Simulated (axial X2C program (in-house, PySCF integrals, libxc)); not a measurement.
## Excited states of LiBr by EOM-EE-CCSD

Calculated with an in-house all-electron X2C program for linear molecules (integrals from PySCF): two-component X2C with atomic mean-field Coulomb and Gaunt terms, Gaussian nuclei, basis Br dyall-acv3z, Li dyall-acv3z with contracted cores.

R = 2.173 Å (near the PBE0 minimum at charge 0 of the determinant lowest at the starting distance; the state shown can have its own minimum elsewhere).

Vertical excitation energies from the closed-shell determinant state of LiBr:

| Ω | excitation (eV) | cm⁻¹ | hole of the leading pair | particle of the leading pair | weight of the pair (for Ω = 0 its time-reversed partner can hold as much again) | singles weight |
| --- | --- | --- | --- | --- | --- | --- |
| 2 | 4.653 | 37529 | 88% Br pπ, 6% Li dπ | 67% Li sσ, 16% Li pσ, 8% Br sσ | 0.94 | 0.94 |
| 1 | 4.685 | 37783 | 88% Br pπ, 6% Li dπ | 67% Li sσ, 17% Li pσ, 7% Br sσ | 0.92 | 0.94 |
| 0⁻ | 4.862 | 39214 | 75% Br pπ, 14% Br pσ | 67% Li sσ, 16% Li pσ, 8% Br sσ | 0.47 | 0.94 |
| 0⁺ | 4.884 | 39393 | 80% Br pπ, 8% Br pσ | 67% Li sσ, 16% Li pσ, 8% Br sσ | 0.47 | 0.94 |
| 1 | 4.898 | 39504 | 73% Br pπ, 15% Br pσ | 67% Li sσ, 18% Li pσ, 7% Br sσ | 0.91 | 0.94 |
| 0⁻ | 5.421 | 43723 | 72% Br pσ, 15% Br pπ, 6% Li pσ | 67% Li sσ, 16% Li pσ, 8% Br sσ | 0.45 | 0.95 |
| 1 | 5.426 | 43764 | 71% Br pσ, 16% Br pπ | 66% Li sσ, 17% Li pσ, 8% Br sσ | 0.90 | 0.95 |
| 0⁺ | 5.597 | 45144 | 78% Br pσ, 9% Br pπ, 6% Li pσ | 65% Li sσ, 21% Li pσ, 6% Br sσ | 0.47 | 0.94 |
| 1 | 6.149 | 49596 | 88% Br pπ, 6% Li dπ | 78% Li pπ, 9% Br dπ | 0.80 | 0.95 |
| 0⁻ | 6.174 | 49797 | 88% Br pπ, 6% Li dπ | 79% Li pπ, 10% Br dπ, 6% Li dπ | 0.37 | 0.95 |
| 2 | 6.220 | 50171 | 88% Br pπ, 6% Li dπ | 79% Li pπ, 8% Br dπ, 7% Li dπ | 0.93 | 0.95 |
| 3 | 6.226 | 50214 | 88% Br pπ, 6% Li dπ | 79% Li pπ, 9% Br dπ, 7% Li dπ | 0.95 | 0.95 |

This point took 12 s on 1 thread of Arm Neoverse V2, with other jobs on the host.

Reference electrons by ω block (each with its −ω partner): 1/2: 13, 3/2: 5, 5/2: 1. 8 electrons of LiBr correlated (inner shells frozen), 88 natural virtual spinors (a truncated set); levels can be off by some tenths of an eV. Roots sought by Ω: (0: 5, 1: 4, 2: 3, 3: 1); rows need 60 % singles weight and stop where some Ω has no more roots. Missing are any skipped roots, higher Ω and states of a further excitation; these come out far too high here and may in truth be low or lowest. T1 of the reference 0.006 (Lee–Taylor). Number of frozen shells: Br 3 s, 2 p, 1 d; Li 1 s.
